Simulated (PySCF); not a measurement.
# `CC[C@@H]1CO[C@@H](F)C1`, C6H11FO

Geometry:
```
atom   x (Å)   y (Å)   z (Å)
  C1  -2.457  -0.156   0.371
  C2  -1.279   0.707  -0.063
  C3  -0.019  -0.117  -0.307
  C4   0.566  -0.758   0.965
  O5   1.990  -0.636   0.887
  C6   2.343  -0.121  -0.330
  F7   2.570  -1.156  -1.238
  C8   1.165   0.709  -0.825
  H9  -2.244  -0.656   1.313
 H10  -2.670  -0.914  -0.379
 H11  -3.346   0.456   0.501
 H12  -1.537   1.228  -0.988
 H13  -1.077   1.463   0.699
 H14  -0.240  -0.905  -1.033
 H15   0.248  -0.231   1.871
 H16   0.306  -1.815   1.057
 H17   3.302   0.402  -0.249
 H18   1.194   1.690  -0.352
 H19   1.174   0.820  -1.906
```

The calculation used TDDFT B3LYP/def2-SVPD circular dichroism and optical rotation, one conformer, gas phase (PySCF). Geometry: GFN2-xTB.

The molecule is flexible and this is one conformer; a measurement averages over conformers. States above about 8.0 eV (minus the energy of the highest occupied orbital) lie near or above the ionisation threshold and depend on the basis.

Problem. Draw the ECD and absorption spectra from the lowest 12 states, each a Gaussian of half-width 0.2 eV at 1/e height.

Solution. 
| E (eV) | λ (nm) | Δε (L mol⁻¹ cm⁻¹) | ε (L mol⁻¹ cm⁻¹) |
| --- | --- | --- | --- |
| 6.99 | 177 | 0.00 | 0.622 |
| 7.09 | 175 | +0.02 | 5.9 |
| 7.19 | 172 | +0.13 | 34 |
| 7.29 | 170 | +0.46 | 119 |
| 7.39 | 168 | +1.00 | 252 |
| 7.49 | 166 | +1.46 | 328 |
| 7.59 | 163 | +2.02 | 279 |
| 7.69 | 161 | +3.51 | 206 |
| 7.79 | 159 | +5.57 | 237 |
| 7.89 | 157 | +6.32 | 460 |
| 7.99 | 155 | +6.65 | 1030 |
| 8.09 | 153 | +10.36 | 1850 |
| 8.19 | 151 | +15.73 | 2310 |
| 8.29 | 150 | +13.64 | 2080 |
| 8.39 | 148 | -2.02 | 1860 |
| 8.49 | 146 | -27.58 | 2410 |
| 8.59 | 144 | -46.79 | 3290 |
| 8.69 | 143 | -42.33 | 3490 |
| 8.79 | 141 | -24.18 | 3090 |

Δε uses R in velocity form, ε uses f in length form. Only the states computed contribute, so the short-wavelength end is incomplete.
